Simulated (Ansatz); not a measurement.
The same hydrogen abstraction along the group Al, Ga, In.

Calculated with Ansatz (gas phase, PBE0-D4/def2-TZVP geometries, no zero-point term in ΔE). CCSD(T)/CBS is the MP2 limit (def2-TZVPP, def2-QZVPP) plus CCSD(T) − MP2 in def2-TZVPP, frozen cores. This one scheme is used for every species, atoms too. Functionals use def2-TZVPP. B3LYP here is the variant with VWN-RPA as its local correlation; programs differ in this. No spin–orbit coupling; open shells (•) take unrestricted orbitals. def2 core potentials past Kr. For Ga, In outer-core shells are correlated without core-valence functions, so the limit isn't a true one: a few kJ/mol of doubt a bond, and 10 to 20 or more in all where bonds break to atoms. Scalar relativity is left out up to krypton. One conformer a species, not always the lowest.

```tsv
reaction	CCSD(T)/CBS(def2) (eV)
`[OH][AlH][Cl]` + H• → `[O][AlH][Cl]`• + H₂	0.90
`[OH][GaH][Cl]` + H• → `[O][GaH][Cl]`• + H₂	?
`[OH][InH][Cl]` + H• → `[O][InH][Cl]`• + H₂	0.71
```

(1) Fill in the missing values. (Estimate.)

Largest T1 diagnostic: 0.017, for `[O][InH][Cl]`•.

Results:

(1) Ansatz gave: `[OH][GaH][Cl]` + H• → `[O][GaH][Cl]`• + H₂: +0.75 eV.
